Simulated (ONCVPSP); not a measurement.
**Hf, ONCV: configuration errors across variants**

| Quantity | Value |
| --- | --- |
| Element | Hf (Z = 72) |
| Generator | ONCVPSP 4.0.1 |
| Type | optimised norm-conserving Vanderbilt (ONCV) |
| Functional | PBE |
| Relativity | scalar-relativistic |
| Frozen core | [Kr] 4d10 4f14 |
| Valence charge | 12 |
| Reference configuration | 5s2 5p6 5d2 6s1 6p1 |
| Partial waves | 5s+6s: rc 1.75 bohr, ncon 5, nbas 8, qcut 7 1/bohr, 3 projectors, debl 3 Ha; 5p+6p: rc 1.90 bohr, ncon 5, nbas 8, qcut 5.7 1/bohr, 2 projectors; 5d: rc 2.45 bohr, ncon 4, nbas 9, qcut 6.2 1/bohr, 1 projector |
| Local potential | polynomial inside 1.50 bohr (lpopt 5, dvloc0 4 Ha) |
| Core correction | polynomial model core, fcfact 0.15 |

All-electron excitation energies from the reference (eV): (1) 5s2 5p6 5d2 6s2 6p0 -3.826; (2) 5s2 5p6 5d2 6s1 6p0 4.151; (3) 5s2 5p6 5d2 6s0 6p0 18.331; (4) 5s2 5p6 5d3 6s0 6p0 6.164.

5 further variants failed, have other tests or another functional or relativity, and are left out.

Errors AE − PS in meV (a dash: test not solved or not reliable):

| change | (1) | (2) | (3) | (4) | bound ghosts | GHOST(+) flags above zero |
| --- | --- | --- | --- | --- | --- | --- |
| base | +0.5 | -1.9 | -10 | -14 | none | s |
| local potential polynomial inside 1.70 bohr (lpopt 5, dvloc0 0 Ha) | +0.5 | -1.9 | -10 | -14 | none | s, p |
| s: qcut 7.4 | +0.6 | -1.9 | -10 | -14 | none | s |
| d: nproj 3 | +0.5 | -1.9 | -10 | -14 | none | s |
| core correction none | +2.9 | -0.1 | +12 | -0.2 | none | s |
| all radii but the core radius scaled by about 1.30 (s 2.28, p 2.46, d 3.18 bohr); local potential polynomial inside 1.94 bohr (lpopt 5, dvloc0 4 Ha) | 0.0 | -1.8 | -14 | -6.7 | none | s |

Problem. Give the same row for: p: rc 2.56.

Solution. +0.6, -2.0, -10, -14; bound ghosts: none; GHOST(+) flags above zero: s.
